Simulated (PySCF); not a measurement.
Compound: C5H13AlO2S.
Z-matrix (Å and degrees, PBE0-D3(BJ)/def2-SVP geometry), rows numbered from 1:
```
C 
S   1  1.8031
O   2  1.5083  1  106.62
C   2  1.8552  1   97.35  3   108.06
C   4  1.5314  2  108.18  1  -164.16
C   5  1.5313  4  104.09  2   122.67
C   6  1.5121  5  102.65  4   -26.58
O   4  1.4235  2  109.89  1   -48.56
Al  8  1.9996  4  123.60  2   112.16
H   1  1.0987  2  108.47  3   -47.53
H   1  1.0978  2  106.07  3    71.03
H   1  1.0997  2  110.22  3  -169.29
H   4  1.1002  2  108.35  1    69.33
H   5  1.1007  4  109.52  2     5.07
H   5  1.0978  4  111.45  2  -115.25
H   6  1.1007  5  110.99  4    90.48
H   6  1.0983  5  112.63  4  -147.67
H   7  1.0987  6  112.94  5   -76.51
H   7  1.0978  6  114.97  5   154.35
H   9  1.6013  8  101.29  4  -130.46
H   9  1.6089  8   96.47  4   -10.69
H   9  1.6056  8   98.87  4   108.94
```

Level: PBE0/pcSseg-1 in PySCF, non-relativistic, on one gas-phase PBE0-D3(BJ)/def2-SVP geometry that isn't relaxed in the solvent. The solvent is an IEF-PCM continuum (van der Waals radii × 1.2). Specific hydrogen bonds and non-electrostatic terms are outside this model.

Gas phase at PBE0/pcSseg-1: HOMO -7.01 eV, LUMO -0.02 eV, dipole 2.98 D.

Problem. What does the continuum do to the energy, the frontier levels and the dipole at PBE0/pcSseg-1 in benzene and water?

Solution. 
| solvent | ε | E(solvent) − E(gas) (kcal/mol) | polarisation term (kcal/mol) | distortion of the solute (kcal/mol) | HOMO (eV) | LUMO (eV) | dipole (D) |
| --- | --- | --- | --- | --- | --- | --- | --- |
| benzene | 2.271 | -5.61 | -5.97 | 0.36 | -6.95 | 0.06 | 3.27 |
| water | 78.36 | -12.20 | -14.09 | 1.89 | -6.93 | 0.10 | 3.71 |

The polarisation term is half the interaction of the solute with the surface charges that it induces; the rest is the cost of distorting the solute's density. The sum is the electrostatic part of solvation alone. From benzene to water the lowering changes by a factor 2.18, Onsager's factor (ε − 1)/(2ε + 1) by 2.14 and ε itself by 34.5.

Problem. Which radius a makes the point-dipole formula ΔE = −[(ε − 1)/(2ε + 1)]·μ²/a³ give the value in water, with the gas-phase dipole?

Solution. μ = 1.173 au and |ΔE| = 0.01944 Eh give a = 1.73 Å; the farthest nucleus lies 3.68 Å from the centroid of the nuclei, so such a sphere wouldn't even hold the nuclei. The formula assumes a rigid point dipole at the centre of a sphere.

Problem. Which Hirshfeld charges (PBE0/pcSseg-1) respond most in benzene (means over atoms taken as equivalent)?

Solution. 
| atoms | environment | gas (e) | solvent (e) | change |
| --- | --- | --- | --- | --- |
| O3 | sulfinyl oxygen | -0.363 | -0.383 | -0.020 |
| H20/H21/H22 | Al–H hydrogen | -0.196 | -0.202 | -0.006 |
| Al9 | aluminium bonded to O and 3 H | +0.308 | +0.314 | +0.006 |
| H13 | methine hydrogen | +0.053 | +0.057 | +0.004 |
| H15 | methylene hydrogen | +0.056 | +0.060 | +0.004 |
| C4 | sp3 carbon bound to oxygen | +0.046 | +0.049 | +0.003 |
| H17 | methylene hydrogen | +0.060 | +0.064 | +0.004 |
| S2 | sulfinyl sulfur | +0.326 | +0.329 | +0.003 |
| H10/H11/H12 | methyl hydrogen | +0.056 | +0.059 | +0.003 |
| H19 | methylene hydrogen | +0.064 | +0.066 | +0.002 |
| C1 | S-methyl carbon | -0.121 | -0.119 | +0.002 |
| C5 | ring CH2 carbon | -0.071 | -0.070 | +0.001 |

Problem. Which Mayer bond orders change most in benzene?

Solution. 
| bond | length (Å) | gas | solvent | change |
| --- | --- | --- | --- | --- |
| S2–O3 | 1.508 | 1.463 | 1.445 | -0.018 |
| Al9–H20 | 1.601 | 0.892 | 0.879 | -0.013 |
| O8–Al9 | 2.000 | 0.239 | 0.250 | +0.011 |
| Al9–H22 | 1.606 | 0.871 | 0.861 | -0.010 |
| C1–S2 | 1.803 | 0.922 | 0.928 | +0.006 |
| C7–O8 | 1.450 | 0.777 | 0.771 | -0.006 |
| S2–C4 | 1.855 | 0.856 | 0.861 | +0.005 |
| O8–C4 | 1.423 | 0.806 | 0.803 | -0.003 |

Time: 54 s; peak memory 1.3 GiB. Hardware: one thread of an Arm Neoverse V2, shared host. This is the whole shielding run at PBE0/pcSseg-1 in water, SCF included.
